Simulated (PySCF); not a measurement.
CH2F, SMILES [CH2]F (connectivity only; charge and spin as stated), charge +1, multiplicity 1. The structure is a stationary point at B3LYP-D3(BJ)/def2-TZVPD. The multiplicity is an assumed one; other spin states were not compared. The isomer is the one that the SMILES or the coordinates give; other isomers of the formula were not compared.

TDA-ωB97X/def2-TZVPD (PySCF) puts the lowest singlet excitations at 5.48, 10.49, 10.60, 11.58, 13.10, 13.88 eV.

**Question.** What are the lowest excitation roots from ADC(2)/aug-cc-pVDZ run with PySCF? (An estimate is asked for; the answer gives what the named calculation found.)

**Answer.** 5.30, 9.91, 10.61, 10.65, 12.75, 13.50 eV. S1 differs by -0.18 eV (second minus first; roots are paired by order, and the bases may differ).
